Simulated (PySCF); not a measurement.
Working out the ionisation energy of V⁸⁺

V⁸⁺ [Ne] 3s2 3p3 (4S) → V⁹⁺ [Ne] 3s2 3p2 (3P). All numbers are calculated (PySCF 2.14, scalar relativity by spin-free X2C-1e, in an uncontracted even-tempered set (19 s from 0.4 bohr⁻², ratio 2.5; 12 p from 0.52 bohr⁻², ratio 2.5; 5 d from 3.3 bohr⁻², ratio 2.7; 4 f from 4.9 bohr⁻², ratio 2.7)). Frozen: 1s2; the 22 highest virtual orbitals dropped. Energies in hartree (1 hartree = 27.21139 eV):

```tsv
part	V⁸⁺ (lower)	V⁹⁺ (upper)
UHF	-925.897281	-918.411874
CCSD correlation	-0.463418	-0.447484
(T)	-0.003099	-0.003063
```

Problem. What does Hartree-Fock give?

Solution. (-918.411874) − (-925.897281) = 7.485407 hartree = 203.688 eV.

Problem. What do CCSD and CCSD(T) give?

Solution. The CCSD correlation energies differ by 0.015934 hartree = 0.434 eV and the triples by 0.000036 hartree = 0.001 eV, so CCSD gives 204.122 eV and CCSD(T) 204.123 eV.

A first-order spin-orbit estimate adds -0.723 eV to CCSD(T) (outer shells), giving 203.400 eV against 206 ± 0.4 eV (semi-empirical (NIST evaluation); NIST Atomic Spectra Database, ionization energies).

What remains against the reference includes basis incompleteness, the frozen core and higher excitations.
